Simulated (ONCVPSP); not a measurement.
**F, ONCV: configuration errors across variants**

* Element: F
* Generator: ONCVPSP 4.0.1
* Type: optimised norm-conserving Vanderbilt (ONCV)
* Functional: PBEsol
* Relativity: scalar-relativistic
* Frozen core: [He]
* Valence charge: 7
* Reference configuration: 2s2 2p5
* Partial waves: 2s: rc 0.60 bohr, ncon 4, nbas 7, qcut 13 1/bohr, 2 projectors, debl 1.8 Ha; 2p: rc 1.60 bohr, ncon 3, nbas 7, qcut 6.9 1/bohr, 3 projectors, debl 2.4 Ha; d scattering state at 0.13 Ha: rc 1.50 bohr, ncon 4, nbas 8, qcut 7.2 1/bohr, 1 projector
* Local potential: polynomial inside 0.55 bohr (lpopt 5, dvloc0 0 Ha)
* Core correction: none

All-electron excitation energies from the reference (eV): (1) 2s2 2p4 19.317; (2) 2s2 2p3 57.595; (3) 2s2 2p2 118.084; (4) 2s2 2p4.5 7.510.

2 further variants failed, have other tests or too few solved ones, and are left out.

A true bound ghost makes a file unfit for plane-wave use even where its test errors are small: the radial tests pick states by their node count and pass the ghost by.

Errors AE − PS in meV (a dash: test not solved or not reliable):

| change | (1) | (2) | (3) | (4) | bound ghosts | GHOST(+) flags above zero |
| --- | --- | --- | --- | --- | --- | --- |
| base | +117 | +819 | +2830 | +20 | s | p, d |
| all radii scaled by about 0.96 (s 0.58, p 1.54, d 1.44 bohr); local potential polynomial inside 0.52 bohr (lpopt 5, dvloc0 0 Ha) | +102 | +732 | +2550 | +17 | s | d |
| all radii scaled by about 1.06 (s 0.64, p 1.70, d 1.58 bohr); local potential polynomial inside 0.58 bohr (lpopt 5, dvloc0 0 Ha) | +141 | +963 | +3265 | +25 | none | p, d |
| all radii scaled by about 1.12 (s 0.68, p 1.78, d 1.68 bohr); local potential polynomial inside 0.62 bohr (lpopt 5, dvloc0 0 Ha) | +159 | +1069 | +3592 | +28 | none | p |
| all radii scaled by about 1.23 (s 0.74, p 1.96, d 1.84 bohr); local potential polynomial inside 0.68 bohr (lpopt 5, dvloc0 0 Ha) | +208 | +1355 | +4435 | +38 | p | none |

Question: Give the same row for: all radii scaled by about 1.30 (s 0.78, p 2.08, d 1.94 bohr); local potential polynomial inside 0.72 bohr (lpopt 5, dvloc0 0 Ha).

Answer: +238, +1527, +4925, +44; bound ghosts: none; GHOST(+) flags above zero: p.
